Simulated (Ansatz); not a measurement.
Reactions of Cl3NbO, SMILES `[O]=[Nb]([Cl])([Cl])[Cl]`.

Program: Ansatz. Geometries: PBE0-D4/def2-TZVP. ΔE: electronic, gas phase. CCSD(T)/CBS adds triple-zeta CCSD(T) − MP2 to the extrapolated MP2 energy (def2 sets, frozen cores). This one scheme is used for every species. Elements past krypton have def2 core potentials. For Ge, Nb outer-core shells are correlated without core-valence functions, which leaves a few kJ/mol of doubt a bond. Scalar relativity is left out up to krypton. One conformer a species, not always the lowest.

Q: Order these by ΔE at CCSD(T)/CBS, lowest first. (Best estimate.)
A. `[O]=[Nb]([Cl])([Cl])[Cl]` + H–F → `[O]=[Nb]([F])([Cl])[Cl]` + HCl
B. `[O]=[Nb]([Cl])([Cl])[Cl]` + NH₃ → `[NH2][Nb](=[O])([Cl])[Cl]` + HCl
C. `[O]=[Nb]([Cl])([Cl])[Cl]` + `[CH3][Ge][OH]` → `[O]=[Nb]([OH])([Cl])[Cl]` + `[CH3][Ge][Cl]`
D. `[O]=[Nb]([Cl])([Cl])[Cl]` + H₂O → `[O]=[Nb]([OH])([Cl])[Cl]` + HCl

A: C (-6.3 kcal/mol), A (0.0 kcal/mol), D (+4.4 kcal/mol), B (+11.9 kcal/mol).

Largest T1 diagnostic: 0.021, for `[O]=[Nb]([OH])([Cl])[Cl]`.
